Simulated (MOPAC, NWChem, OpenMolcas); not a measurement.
A ladder of methods for CH5BOSi (SMILES B[SiH2]C=O)

CH5BOSi has 9 atoms, charge 0, and is taken as a singlet. SMILES: `B[SiH2]C=O`. Geometry: relaxed at PBE0-D4/def2-TZVP. This is one conformer, not always the lowest.

```xyz
9

B    -0.9501    0.8500   -1.0731
Si    0.6108   -0.2060   -0.3865
C     0.3306   -0.5537    1.4945
O     1.0228   -0.0984    2.3658
H    -2.0576    0.5182   -0.7670
H    -0.8288    1.7994   -1.7869
H     1.9581    0.3876   -0.5707
H     0.5420   -1.5409   -1.0559
H    -0.5392   -1.2024    1.7629
```

Each level gives the dipole moment (D). The values are calculated.

```csv
level,kind,program,value (D),CPU time
PM3,semi-empirical,MOPAC,1.90,under 2 s
HF/def2-SVP,Hartree–Fock,OpenMolcas,2.93,8.6 s
SVWN5/def2-SVP,LDA,OpenMolcas,1.74,31 s
PBE/def2-SVP,GGA,OpenMolcas,1.72,42 s
r2SCAN/def2-SVP,meta-GGA,OpenMolcas,2.05,53 s
BHLYP/def2-SVP,global hybrid,OpenMolcas,2.53,38 s
CAM-B3LYP/def2-SVP,range-separated hybrid,NWChem,2.32,51 s
```

The values span 1.72 to 2.93 D. Magnitudes only. CPU times are rough (shared hosts, several kinds of processor and program).
